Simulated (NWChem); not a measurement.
HfHCl$_{3}$; SMILES [Cl][HfH]([Cl])[Cl]

```xyz
5

Hf     0.0000     0.0000    -0.1586
Cl     2.1712     0.6168     0.4164
Cl    -1.6198     1.5719     0.4164
Cl    -0.5514    -2.1887     0.4164
H      0.0000     0.0000    -1.9786
```
Atoms are numbered in this order, from 1.

Level: PBE0/def2-SVP with def2 effective core potentials on Hf (NWChem), optimised geometry, unscaled harmonic frequencies. def2 effective core potentials on Hf; no spin-orbit coupling.

| frequency (cm⁻¹) | IR intensity (km/mol) |
|---|---|
| 83 | 6.0 |
| 91 | 2.1 |
| 91 | 2.1 |
| 382 | 7.9 |
| 385 | 41.4 |
| 385 | 41.4 |
| 526 | 92.8 |
| 526 | 92.8 |
| 1820 | 244.8 |

```yaml
zero_point_energy: 6.1 kcal/mol
thermal correction to the enthalpy at 298.15 K (with zero-point energy): 10.8 kcal/mol
heat capacity Cv: 18.7 cal/(mol K)
entropy at 298.15 K and 1 atm (symmetry number 3): 85.1 cal/(mol K)
```

Rigid rotor and harmonic oscillator; modes under 100 cm⁻¹ make the entropy uncertain.
